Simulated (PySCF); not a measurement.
Start geometry of `[H][Ti]([H])[H]` [radical] from GFN2-xTB (Å):
```
atom  x, y, z in Å
Ti1    0.0611   -0.0766    0.0127
H2     1.6776   -0.0416    0.0065
H3    -0.8837    1.4749   -0.0435
H4    -0.7717   -1.4472   -0.0061
```

Q: What comes out of this run: PySCF 2.14.0, PBE0-D3(BJ)/def2-SVP geometry optimisation, gas phase?

A: 
```
atom  x, y, z in Å
Ti1    0.0212   -0.0247    0.0317
H2     1.7472   -0.0029    0.0003
H3    -0.8518    1.4611   -0.0493
H4    -0.8334   -1.5239   -0.0132
```

The energy falls by 4.5 kcal/mol over 4 energy and gradient evaluations, the largest force component goes from 0.0396 to 3.3e-04 Eh/bohr, and the atoms move by 0.074 Å rms after alignment. The bond that changes most is Ti1–H4 (ends: titanium bonded to 3 H; hydrogen on titanium), which lengthens by 0.122 Å. Bonds longer at the end by more than 0.005 Å: 2 of 3; shorter: 1. Among the angles that change most is H3–Ti1–H4, from 117.3° to 119.8°. Rotational constants go from 126203, 111027, 59090 to 112701, 111572, 56164 MHz. The orientation of the end geometry is arbitrary; only internal coordinates are fixed.

The run used 46 basis functions and 33 SCF cycles in all.

Whether it is a minimum is left open (no frequencies). ⟨S²⟩ = 0.767 (exact for a doublet: 0.75).
